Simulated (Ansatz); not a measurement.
GeSe, singlet, geometry from GFN2-xTB; B3LYP5/def2-SVP run with Ansatz (an electronic-structure program).

Input for Ansatz:
Ansatz 0.2 input:
```yaml
crystal:
  periodic: [false, false, false]
  atoms:
    - {symbol: Ge, position_ang: [-0.00000000, -0.00000000, -1.10899724]}
    - {symbol: Se, position_ang: [0.00000000, 0.00000000, 1.04376211]}
basis:
  gaussian:
    orbitals: def2-SVP
hamiltonian:
  xc: b3lyp5
accuracy: high
```

**Question.** Write the output that Ansatz gives for this input, abridged.

**Answer.** 
```
Functional definition: B3LYP5
1052 factors; integrals over basis functions are off by at most 4.9e-9 eV
mean field evaluation 1: about -121847.3689 eV, gradient 2.1e1 eV
mean field evaluation 2: about -121832.2367 eV, gradient 6.8e1 eV
mean field evaluation 4: about -121848.7289 eV, gradient 2.5e0 eV
mean field evaluation 8: about -121848.7760 eV, gradient 9.1e-2 eV
mean field evaluation 16: about -121848.7760 eV, gradient 3.5e-7 eV
mean field -121848.77602407 eV, -4477.8599268176 hartree, gradient 2.6e-8 eV, S^2 0.000000; 0 other end points of the search recorded, 0 dependent functions left out
reference -121848.77605004 eV, -4477.8599277723 hartree; 33, 33 occupied and 31, 31 virtual orbitals, 1052 factors
Total energy: -121848.77605004 eV, -4477.8599277723 hartree
```
